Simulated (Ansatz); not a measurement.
MoN(NH2)3 (MoN4H6). Charge 0, multiplicity 1. Geometry relaxed at PBE-D4/def2-SVP.

```xyz
11

Mo    0.021   -0.054    0.335
N     0.123   -0.315    1.960
N     0.346   -1.809   -0.472
H     0.534   -2.672    0.045
H     0.354   -1.997   -1.480
N     1.420    1.262   -0.045
H     1.627    1.645   -0.974
H     2.053    1.670    0.649
N    -1.796    0.621    0.053
H    -2.187    0.885   -0.858
H    -2.495    0.762    0.786
```

In the def2 sets Mo takes a core potential; there is no spin–orbit coupling. The restricted singlet is unstable towards broken spin symmetry in Hartree–Fock (as tested in another run); at PBE-D4/def2-SVP this wasn't settled.

(1) Estimate the harmonic wavenumbers at RKS PBE-D4/def2-SVP (Ansatz, unscaled). Is this a minimum?

Results:

(1) 192, 192, 197, 259, 259, 303, 450, 475, 475, 488, 488, 602, 602, 634, 662, 690, 690, 1129, 1468, 1468, 1472, 3461, 3461, 3465, 3568, 3568, 3568 cm⁻¹. Yes, no mode is imaginary beyond noise. Zero-point energy 205.1 kJ/mol. Run time 60 s (2 threads of Intel Xeon 6975P-C on a shared host).
